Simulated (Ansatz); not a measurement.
Question: Name a neutral molecule of Ge, N, O and H with LUMO energy (ωB97M-V/def2-TZVPP) between 0.70 and 1.00 eV and HOMO energy (B3LYP/def2-TZVPP) between -7.45 and -7.15 eV (Ansatz, PBE0-D4/def2-TZVP geometry).

Answer: `[NH2][Ge][OH]` (0.91 eV, -7.20 eV). Other molecules can fit too; these were computed, each in one conformer that needn't be the lowest.

B3LYP here is the variant with VWN-RPA as its local correlation; programs differ in this.
